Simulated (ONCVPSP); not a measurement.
# PBEsol ONCV dataset for palladium, scalar-relativistic all-electron reference.

| Quantity | Value |
| --- | --- |
| Element | palladium (Pd) |
| Generator | ONCVPSP 4.0.1 |
| Type | optimised norm-conserving Vanderbilt (ONCV) |
| Functional | PBEsol |
| Relativity | scalar-relativistic |
| Frozen core | [Ar] 3d10 |
| Valence charge | 18 |
| Reference configuration | 4s2 4p6 4d10 |
| Partial waves | 4s: rc 1.40 bohr, ncon 4, nbas 8, qcut 11 1/bohr, 2 projectors, debl 2.1 Ha; 4p: rc 1.25 bohr, ncon 4, nbas 9, qcut 10.9 1/bohr, 1 projector; 4d: rc 1.55 bohr, ncon 5, nbas 10, qcut 10 1/bohr, 2 projectors, debl 3.1 Ha; f scattering state at 0.08 Ha: rc 1.65 bohr, ncon 3, nbas 7, qcut 7.4 1/bohr, 2 projectors, debl 3.4 Ha |
| Local potential | polynomial inside 1.10 bohr (lpopt 4, dvloc0 0 Ha) |
| Core correction | polynomial model core, fcfact 0.6 |

In the s channel the program set the typed energies aside and used -3.133, 0.250 Ha.

Results:

* Cutoffs needed: 41 Ha and 49 Ha (the cutoffs (Ha) at which the residual kinetic energy of the hardest occupied pseudo-wave falls to 1 and 0.1 mHa per electron)
* Ghost test: no bound ghost flagged; GHOST(+) flagged for s at 478.8 eV
* Configuration tests: 2 of 4 tests not solved or not reliable
* rms error of d²Exc/dni dnj: 3.20 mHa without and 0.39 mHa with the model core

Generation and tests took about 4.8 s on one core of a shared server CPU.
